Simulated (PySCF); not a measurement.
## Atomic charges by several schemes

Compound: C₇H₉N.
Atom-mapped SMILES: `[CH3:1][CH2:2][c:3]1[cH:4][cH:5][cH:6][cH:7][n:8]1` (hydrogens: H9, H10, H11 on C1; H12, H13 on C2; H14 on C4; H15 on C5; H16 on C6; H17 on C7)

Cartesian coordinates in Å at the PBE0-D3(BJ)/def2-SVP level; atoms count from 1:
```
atom  x, y, z in Å
C1    -2.4666   -0.4291    0.2550
C2    -1.3826   -0.2951   -0.8104
C3    -0.0225   -0.1001   -0.2002
C4     0.5559    1.1708   -0.0881
C5     1.7971    1.2983    0.5275
C6     2.4232    0.1541    1.0145
C7     1.7675   -1.0665    0.8571
N8     0.5824   -1.1947    0.2704
H9    -3.4525   -0.6106   -0.1991
H10   -2.2354   -1.2710    0.9247
H11   -2.5375    0.4815    0.8704
H12   -1.3494   -1.2146   -1.4148
H13   -1.6123    0.5413   -1.4893
H14    0.0347    2.0454   -0.4847
H15    2.2706    2.2788    0.6243
H16    3.3981    0.2017    1.5040
H17    2.2295   -1.9903    1.2255
```

Density: PBE0/pcSseg-1 (PySCF); schemes: Mulliken, IAO, Hirshfeld and ESP-fitted. The structure is a single PBE0-D3(BJ)/def2-SVP conformer in the gas phase; no vibrational or solvent corrections.

Problem. Which atoms carry the highest charge in the Mulliken, IAO, Hirshfeld and ESP-fitted schemes?

Solution. The schemes don't all agree: Mulliken C7 (+0.143); IAO H15 and H16 (+0.155); Hirshfeld C3 (+0.072); ESP-fitted C3 (+0.578).

Problem. For which atoms does the sign change between the 4 schemes (beyond +0.03 e in one, beyond −0.03 e in another)?

Solution. C5.

Problem. Give the atomic charges in each scheme.

Solution. In e:

```
atom                          environment  Mulliken     IAO  Hirshfeld  ESP-fitted
  C1                        methyl carbon    -0.285  -0.404     -0.114      -0.105
  C2                 benzylic-type carbon    -0.150  -0.260     -0.071      -0.030
  C3          substituted aromatic carbon    +0.029  +0.145     +0.072      +0.578
  C4                   aromatic CH carbon    -0.114  -0.188     -0.058      -0.583
  C5                   aromatic CH carbon    -0.011  -0.120     -0.034      +0.222
  C6                   aromatic CH carbon    -0.189  -0.189     -0.059      -0.544
  C7  aromatic CH next to a ring nitrogen    +0.143  -0.007     +0.015      +0.467
  N8               pyridine-type nitrogen    -0.428  -0.293     -0.158      -0.683
  H9                      methyl hydrogen    +0.119  +0.138     +0.042      +0.033
 H10                      methyl hydrogen    +0.129  +0.147     +0.038      +0.044
 H11                      methyl hydrogen    +0.111  +0.134     +0.035      +0.031
 H12                   methylene hydrogen    +0.136  +0.153     +0.042      +0.029
 H13                   methylene hydrogen    +0.115  +0.131     +0.039      +0.004
 H14                    aromatic hydrogen    +0.089  +0.150     +0.051      +0.210
 H15                    aromatic hydrogen    +0.102  +0.155     +0.057      +0.095
 H16                    aromatic hydrogen    +0.101  +0.155     +0.053      +0.199
 H17                    aromatic hydrogen    +0.104  +0.151     +0.050      +0.032
```

Mean size of the charges over all atoms: ESP-fitted 0.229 e, IAO 0.172 e, Mulliken 0.139 e, Hirshfeld 0.058 e. Each set sums to the total charge, 0, to within 0.001 e. The IAO scheme counts the electrons in orthogonalised intrinsic atomic orbitals, a minimal basis polarised so that it spans the occupied orbitals exactly. The Mulliken scheme counts on each atom the diagonal of the density matrix times the overlap matrix over that atom's basis functions.

Problem. How many electrons does the Mulliken scheme count on C1?

Solution. Z − q = 6 − (-0.285) = 6.285.

Problem. Sum the charges by element, for elements with more than one atom.

Solution. 
| element | atoms | Mulliken | IAO | Hirshfeld | ESP-fitted |
| --- | --- | --- | --- | --- | --- |
| C | 7 | -0.577 | -1.022 | -0.249 | +0.005 |
| H | 9 | +1.006 | +1.316 | +0.407 | +0.678 |
